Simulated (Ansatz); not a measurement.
Consider the hydrogenolysis of a B–O bond: `CC(=N)BO` + H₂ → `BC(C)=N` + H₂O.

Isolated molecules relaxed with PBE0-D4/def2-TZVP in Ansatz; ΔE leaves out vibrations. CCSD(T)/CBS is the MP2 limit (def2-TZVPP, def2-QZVPP) plus CCSD(T) − MP2 in def2-TZVPP, frozen cores. This one scheme is used for every species. Functionals use def2-TZVPP. B3LYP here is the variant with VWN-RPA as its local correlation; programs differ in this. Each species was taken in one conformer, which may not be the lowest.

```json
{"level": "PBE-D4", "ΔE (kJ/mol)": "129.0", "difference from CCSD(T)/CBS": "0.0"}
{"level": "r2SCAN-D4", "ΔE (kJ/mol)": "133.6", "difference from CCSD(T)/CBS": "4.6"}
{"level": "PBE0-D4", "ΔE (kJ/mol)": "128.7", "difference from CCSD(T)/CBS": "-0.3"}
{"level": "B3LYP-D4", "ΔE (kJ/mol)": "132.6", "difference from CCSD(T)/CBS": "3.6"}
{"level": "ωB97X-V", "ΔE (kJ/mol)": "133.1", "difference from CCSD(T)/CBS": "4.1"}
{"level": "ωB97M-V", "ΔE (kJ/mol)": "135.5", "difference from CCSD(T)/CBS": "6.5"}
{"level": "B2PLYP", "ΔE (kJ/mol)": "131.3", "difference from CCSD(T)/CBS": "2.3"}
{"level": "PBE", "ΔE (kJ/mol)": "126.3", "difference from CCSD(T)/CBS": "-2.7"}
{"level": "r2SCAN", "ΔE (kJ/mol)": "132.8", "difference from CCSD(T)/CBS": "3.8"}
{"level": "PBE0", "ΔE (kJ/mol)": "126.3", "difference from CCSD(T)/CBS": "-2.7"}
{"level": "B3LYP", "ΔE (kJ/mol)": "128.4", "difference from CCSD(T)/CBS": "-0.6"}
{"level": "HF/def2-TZVPP", "ΔE (kJ/mol)": "122.5", "difference from CCSD(T)/CBS": "-6.5"}
{"level": "MP2/def2-TZVPP", "ΔE (kJ/mol)": "135.3", "difference from CCSD(T)/CBS": "6.3"}
{"level": "SCS-MP2/def2-TZVPP", "ΔE (kJ/mol)": "133.0", "difference from CCSD(T)/CBS": "4.0"}
{"level": "CCSD/def2-TZVPP", "ΔE (kJ/mol)": "129.8", "difference from CCSD(T)/CBS": "0.8"}
{"level": "CCSD(T)/def2-TZVPP", "ΔE (kJ/mol)": "132.7", "difference from CCSD(T)/CBS": "3.7"}
{"level": "HF/def2-QZVPP", "ΔE (kJ/mol)": "121.8", "difference from CCSD(T)/CBS": "-7.2"}
{"level": "MP2/def2-QZVPP", "ΔE (kJ/mol)": "132.9", "difference from CCSD(T)/CBS": "3.9"}
{"level": "SCS-MP2/def2-QZVPP", "ΔE (kJ/mol)": "130.8", "difference from CCSD(T)/CBS": "1.8"}
{"level": "HF/CBS(def2)", "ΔE (kJ/mol)": "121.7", "difference from CCSD(T)/CBS": "-7.3"}
{"level": "MP2/CBS(def2)", "ΔE (kJ/mol)": "131.6", "difference from CCSD(T)/CBS": "2.6"}
{"level": "CCSD/CBS(def2)", "ΔE (kJ/mol)": "126.1", "difference from CCSD(T)/CBS": "-2.9"}
{"level": "CCSD(T)/CBS", "ΔE (kJ/mol)": "129.0", "difference from CCSD(T)/CBS": "0"}
```

Largest T1 diagnostic among the species: 0.015.

The D4 term adds +4.3 kJ/mol with B3LYP and +2.4 kJ/mol with PBE0; it sums over pairs of atoms, weighted by their polarisabilities, and B3LYP, whose exchange is more repulsive, gets the larger term. In def2-TZVPP, CCSD(T) changes the Hartree–Fock value by +10.2 kJ/mol (the triples alone add +2.9 kJ/mol) and MP2 by +12.8 kJ/mol.
